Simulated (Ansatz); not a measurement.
`[SH][GaH][Cl]` + `O[SiH3]` → `[SiH3][O][GaH][SH]` + HCl at 500 K and 1 bar (ligand exchange at a Ga–Cl bond).

Program: Ansatz. Geometries: PBE0-D4/def2-TZVP. ΔE: electronic, gas phase. CBS: MP2 limit from def2 TZ/QZ plus the TZ coupled-cluster correction, frozen cores. This one scheme is used for every species. For Ga outer-core shells are correlated without core-valence functions, which leaves a few kJ/mol of doubt a bond. Scalar relativity is left out up to krypton. Each species was taken in one conformer, which may not be the lowest.

| species | CCSD(T)/CBS energy (Eh) | H − E (kJ/mol) | S (J/(mol·K)) |
| --- | --- | --- | --- |
| `[SH][GaH][Cl]` | -2782.78263 | 78.4 | 355.6 |
| `O[SiH3]` | -366.69042 | 127.5 | 292.9 |
| `[SiH3][O][GaH][SH]` | -2689.07634 | 168.6 | 437.2 |
| HCl | -460.38127 | 32.5 | 201.9 |

H − E and S are ideal-gas, rigid-rotor, harmonic terms from PBE0-D4/def2-TZVP, for one conformer and one mirror image of each species. 1 Eh = 2625.50 kJ/mol, R = 8.31446 J/(mol·K).

Problem. By hand: ΔE, ΔH, ΔS and ΔG.

Solution. ΔE = (-2689.07634) + (-460.38127) − (-2782.78263) − (-366.69042) = 0.01544 Eh = 40.5 kJ/mol. Δ(H − E) = 168.6 + 32.5 − 78.4 − 127.5 = -4.8, so ΔH = 35.7 kJ/mol. ΔS = 437.2 + 201.9 − 355.6 − 292.9 = -9.4 J/(mol·K). ΔG = 35.7 − 500 × (-9.4)/1000 = 40.4 kJ/mol.

Problem. By hand: the equilibrium constant, and the temperature at which ΔG would vanish if ΔH and ΔS stayed fixed.

Solution. log₁₀ K = −ΔG/(RT ln 10) = -4.2. ΔH and −TΔS have one sign here, so there is no such temperature.

The number of gas molecules stays the same, so ΔS is small and ΔH decides. A doubt of 5 kJ/mol in ΔE shifts log₁₀ K by 0.5 here. Other conformers and mirror images would add mixing entropy, several J/(mol·K) or more a flexible species. Modes under 60 cm⁻¹, often nearly free rotors, make the harmonic entropy too high. These are equilibria of isolated gas molecules and say nothing of rates. Largest T1 diagnostic: 0.014 (customary marks: 0.02 for closed shells, 0.045 for open ones).

ΔS is within the doubt of such terms, so its sign, and with it that verdict, could turn.
